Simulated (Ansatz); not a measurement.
Two isomers of C2H7FN2Si: A = `C=NC(F)N[SiH3]`, B = `C=C[Si](N)(N)F`.

Calculated with Ansatz (gas phase, PBE0-D4/def2-TZVP geometries, no zero-point term in ΔE). CBS: MP2 limit from def2 TZ/QZ plus the TZ coupled-cluster correction, frozen cores. Functionals use def2-TZVPP. B3LYP here is the variant with VWN-RPA as its local correlation; programs differ in this. Each species was taken in one conformer, which may not be the lowest.

(1) Which is lower in electronic energy at CCSD(T)/CBS, and by how much? (Estimate.)

(2) Give E(B) − E(A) in kJ/mol with B3LYP, CCSD/def2-TZVPP, PBE-D4, B3LYP-D4, PBE0-D4, HF/def2-TZVPP, CCSD(T)/def2-TZVPP. (Estimate.)

Largest T1 diagnostic: 0.012.

Answers

(1) Ansatz gave: B, by 410.2 kJ/mol.

(2) Computed: B3LYP -386.0, CCSD/def2-TZVPP -399.1, PBE-D4 -371.1, B3LYP-D4 -390.2, PBE0-D4 -386.2, HF/def2-TZVPP -395.7, CCSD(T)/def2-TZVPP -395.2. None reverses the order clearly.

From PBE to PBE0 (25 % exact exchange), in def2-TZVPP and without D4, E(B) − E(A) moves by −15.3 kJ/mol. The D4 term adds −4.1 kJ/mol with B3LYP and −2.2 kJ/mol with PBE0; it sums over pairs of atoms, weighted by their polarisabilities, and B3LYP, whose exchange is more repulsive, gets the larger term.
